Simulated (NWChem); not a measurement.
**Basis-set dependence for sulfuric acid (H2O4S)**

SMILES: O=S(=O)(O)O
```xyz
7

O     -0.3014     1.2374     0.8705
S      0.0000     0.0000    -0.1716
O      1.2712     0.2525    -0.8416
O     -1.2712    -0.2525    -0.8416
O      0.3014    -1.2374     0.8705
H      0.5721     1.5953     1.1416
H     -0.5721    -1.5953     1.1416
```
Charge 0, spin multiplicity 1.

All runs are NWChem calculations. All single points use one geometry, from PBE/def2-SVP, a minimum by its harmonic frequencies. It is one conformer; others weren't searched.

Hartree-Fock energies in Ha, correlation energies in mHa.

The correlated methods keep 9 core orbitals frozen. The Pople sets run with spherical d functions. No row is a measurement; the coupled-cluster row has its own basis-set and correlation limits.

```tsv
basis	functions	RHF	MP2	SCS-MP2	CCSD	CCSD+T(CCSD)	CCSD(T)	CR-CCSD[T]	CR-CCSD(T)
6-31G*	78	-698.01896	-864.6	-826.8	-870.9	-898.6	-895.8	-890.3	-888.3
def2-SVP	84	-697.66511	-898.0	-862.3	-904.4	-934.2	-931.5	-925.5	-923.6
```

From 6-31G* to def2-SVP the Hartree-Fock energy moves by 353.8 mHa and the MP2 correlation energy by -33.4 mHa, which is 4 % of its value in the larger set.
